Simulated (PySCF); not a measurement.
CH₆AlClO₂Si, SMILES [OH][Al]([OH])[CH2][SiH2]Cl.

Geometry optimised at PBE-D3(BJ)/def2-SVP. The structure was generated by enumeration; whether it is a known compound was not checked. Other conformers were not sampled.

Two levels are set side by side: TDDFT-PBE/def2-SVPD (PySCF) and TDDFT-PBE0/def2-SVPD (PySCF). Vertical, same geometry. The lowest singlet is HOMO→LUMO 98 % with PBE and HOMO→LUMO 69 %, HOMO→LUMO+1 27 % with the other functional; states are paired by order. Differences are taken from unrounded values.

| quantity | TDDFT-PBE0 | TDDFT-PBE | TDDFT-PBE minus TDDFT-PBE0 |
|---|---|---|---|
| lowest singlet excitation (eV) | 6.69 | 5.71 | -0.99 |
| lowest triplet excitation (TDA) (eV) | 6.29 | 5.53 | -0.75 |
| first bright state (f over 0.05) (eV) | 6.93 | 6.08 | -0.85 |
| its oscillator strength | 0.17 | 0.06 | -0.10 |

Functionals without exact exchange tend to place singlet excitations lower, as here. Differences between two approximate levels are no errors against the true value.

Rough cost on one machine, each run with all the roots and properties that it gave: TDDFT-PBE0 against TDDFT-PBE about 4 times.
